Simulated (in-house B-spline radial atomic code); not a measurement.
A fraction x of an electron is removed from 3d in As⁴⁺, starting from [Ar] 3d10 4s1 and keeping the highest spin. Method: scalar-relativistic (X2C) LDA exchange-only, spin-polarised, spherical fractional occupations, Fermi nucleus of rms radius 4.0968 fm. Calculated with an all-electron radial atomic-structure program (B-spline basis).

| x | E(x) - E(0) (eV) | 3d down level (eV) |
| --- | --- | --- |
| 0 | 0.0000 | -88.710 |
| 0.03 | 2.6730 | -89.488 |
| 0.15 | 13.5993 | -92.623 |
| 0.34 | ? | ? |
| 0.43 | 40.5712 | -100.061 |
| 0.5 | ? | ? |
| 0.58 | 55.8837 | -104.114 |
| 0.69 | 67.5012 | -107.117 |
| 0.87 | 87.2283 | -112.084 |
| 1 | 102.0347 | -115.713 |

Problem. What belongs in the row x = 0.34?

Solution. An energy change of 31.6742 eV; 3d down at -97.652 eV.

Problem. What belongs in the row x = 0.5?

Solution. An energy change of 47.6414 eV; 3d down at -101.947 eV.

Problem. Check Janak's theorem between x = 0.03 and 0.15.

Solution. The slope of the energy is 91.05 eV; the orbital levels give 91.06 eV (-ε of the emptying orbital, averaged over the two points).
